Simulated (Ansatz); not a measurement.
Relaxation of H$_{10}$OSi$_{4}$ (15 atoms, charge 0, multiplicity 1), to a largest force component of 0.02 eV/Å in at most 40 steps.

Theory: RKS PBE0/6-31G in Ansatz.

```xyz
15
Properties=species:S:1:pos:R:3:forces:R:3
Si -2.391 0.706 1.441 -0.94 1.21 -0.15
Si -0.379 1.478 0.667 -0.66 1.75 0.83
O 0.755 0.304 0.789 1.60 -0.85 0.34
Si 1.252 -1.165 0.150 -1.41 -0.80 -0.18
Si 1.796 -1.016 -2.092 -0.18 0.50 0.20
H -2.369 0.362 2.858 0.08 -0.31 0.76
H -3.433 1.829 1.298 0.32 -0.33 0.00
H -2.856 -0.404 0.625 -0.32 -0.80 -0.43
H -0.464 1.892 -0.720 -0.22 0.38 -1.13
H 0.069 2.672 1.463 -0.01 0.02 0.03
H 2.274 -1.764 0.973 0.97 -0.33 0.62
H 0.015 -2.057 0.309 0.31 -0.03 -0.18
H 2.926 -0.090 -2.252 0.57 0.30 -0.15
H 2.111 -2.336 -2.609 0.30 -0.87 -0.35
H 0.670 -0.464 -2.872 -0.41 0.15 -0.22
```

Where does it end, and by what steps?

The run converged. The force dipped under the threshold on the way, but the program's further checks kept it going. Limits of this set-up: no polarisation functions. After 13 steps the energy has fallen by 0.406 eV; H8 moved furthest, 0.64 Å.

```csv
step,energy less start (eV),largest force component (eV/Å),accepted
0,0.0000,1.746,yes
1,-0.3228,0.835,yes
2,-0.3934,0.135,yes
3,-0.3984,0.040,yes
4,-0.4009,0.046,yes
5,-0.4017,0.074,yes
6,-0.4027,0.049,yes
7,-0.4039,0.004,yes
8,-0.4049,0.030,yes
9,-0.4052,0.052,yes
10,-0.4054,0.052,yes
11,-0.4059,0.035,yes
12,-0.4062,0.018,yes
13,-0.4063,0.014,yes
```

```xyz
15
Properties=species:S:1:pos:R:3
Si -2.625 0.915 1.533
Si -0.492 1.543 0.741
O 0.495 0.188 0.505
Si 1.278 -1.243 0.058
Si 1.951 -1.181 -2.204
H -2.530 0.196 2.850
H -3.460 2.154 1.729
H -3.328 0.023 0.547
H -0.634 2.291 -0.562
H 0.176 2.459 1.734
H 2.480 -1.433 0.946
H 0.347 -2.412 0.276
H 2.900 -0.044 -2.460
H 2.653 -2.471 -2.543
H 0.766 -1.034 -3.119
```

Whether the end is a true minimum wasn't checked by a vibrational analysis.

The run took 56 s on 1 thread of Arm Neoverse V2 (shared host), peak memory 0.17 GiB.
